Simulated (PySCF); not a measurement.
**Calculated properties of `C(#N)[SiH2]OCC=C`**

Species: C4H7NOSi.
Geometry (GFN2-xTB, Å), atoms numbered from 1 in this order:
```xyz
14
C4H7NOSi angstrom
C     -2.4392   -0.6899   -0.0914
C     -1.6106   -0.7556    0.9322
C     -0.1729   -0.3316    0.8934
O      0.1998    0.1199   -0.3755
Si     1.3775    1.0878   -0.8923
C      3.0682    0.3743   -0.4963
N      4.0944   -0.0667   -0.2408
H     -2.1141   -0.3183   -1.0481
H     -3.4645   -1.0062   -0.0125
H     -1.9271   -1.1300    1.8960
H      0.4650   -1.1828    1.1719
H     -0.0109    0.4555    1.6430
H      1.1503    1.0447   -2.3254
H      1.3835    2.3984   -0.2362
```

Some functional groups and rings: cyano group on a heteroatom, C=C double bond, Si–H bond and C–Si bond.

**GFN2-xTB geometry**

| Item | Value |
| --- | --- |
| Point group of the GFN2-xTB geometry | C1 |
| Rotational constants A, B, C of the GFN2-xTB geometry | 5.992, 0.975, 0.881 GHz |

CAM-B3LYP/def2-SVPD ground state and vertical TDDFT (core frozen in the response) (PySCF):

| Property | Result |
| --- | --- |
| Dipole moment | 3.41 D |
| HOMO energy | -9.17 eV |
| LUMO energy | 0.05 eV |
| HOMO–LUMO gap | 9.22 eV |
| Lowest singlet excitation | 6.76 eV (183 nm, f = 0.007) |
| Strongest line among the 8 lowest singlet transitions | S7 at 7.66 eV (162 nm, f = 0.161) |
| Lowest triplet excitation (Tamm–Dancoff) | 4.53 eV |
| Static isotropic polarisability | 78.2 au |
| Electronic spatial extent ⟨r²⟩ about the centre of nuclear charge | 1273 bohr² |

PBE0/pcSseg-1 ground state and GIAO shieldings, non-relativistic (PySCF):

| Property | Result |
| --- | --- |
| Lowest Hirshfeld atomic charge | -0.20 e on O4/N7 |
| Highest Hirshfeld atomic charge | +0.46 e on Si5 |
| 13C chemical shifts (computed TMS as zero) by class | 142.4 (C2), 124.8 (C6), 119.9 (C1), 68.7 (C3) ppm |
| 1H chemical shifts (computed TMS as zero) by class | 6.11 (H10), 5.94 (H8), 5.67 (H9), 5.01 (H13/H14), 4.63 (H11/H12) ppm |
| Isotropic shieldings of nuclei other than C and H, by class | -93 (N7), 317 (O4), 407 (Si5) ppm |
| Mayer bond orders between heavy atoms | C1–C2 2.00, C2–C3 1.03, C3–O4 0.87, O4–Si5 1.02, Si5–C6 0.79, C6–N7 2.93 |

Monoisotopic mass (most abundant isotopes): 113.0297 u.

The vertical singlet–triplet gap S1 − T1 is 2.23 eV (TDDFT singlet less Tamm–Dancoff triplet). In wavenumbers S1 is 54600 cm⁻¹ (1 eV = 8065.54 cm⁻¹). With B = h/(8π²I), that is 505.379 GHz u Å² over I, the principal moments of inertia are 84.3, 518.3 and 573.9 u Å² (most abundant isotopes); the inertial defect Ic − Ia − Ib is -28.7 u Å² (zero for a rigid planar frame, negative otherwise). S1 lies 2.46 eV below the HOMO–LUMO gap; its leading configuration is HOMO→LUMO, weight 0.68.

Geometry: GFN2-xTB, one conformer, isolated molecule. NMR classes are plain means over equivalent atoms (diastereotopic ones count apart unless rotation or inversion swaps them), as if these changed places fast; in this geometry the members of some classes differ.
